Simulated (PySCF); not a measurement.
Level of theory: PySCF with PBE0-D3(BJ)/def2-TZVP. All species are isolated molecules in the gas phase. 

Reference species (SMILES): `[AlH3]` (neutral, multiplicity 1).

```json
{
  "HOMO–LUMO gap": "6.83 eV",
  "HOMO": "-8.58 eV"
}
```

Changed species: `[Cl][AlH][Cl]` (2 of 3 H replaced by Cl; the reference has 0 of 3 H replaced by Cl).

Task: What does the change do to the HOMO–LUMO gap and HOMO?

Result: the HOMO–LUMO gap goes up by 1.06 eV, to 7.89 eV; the HOMO falls by 0.74 eV, to -9.32 eV.
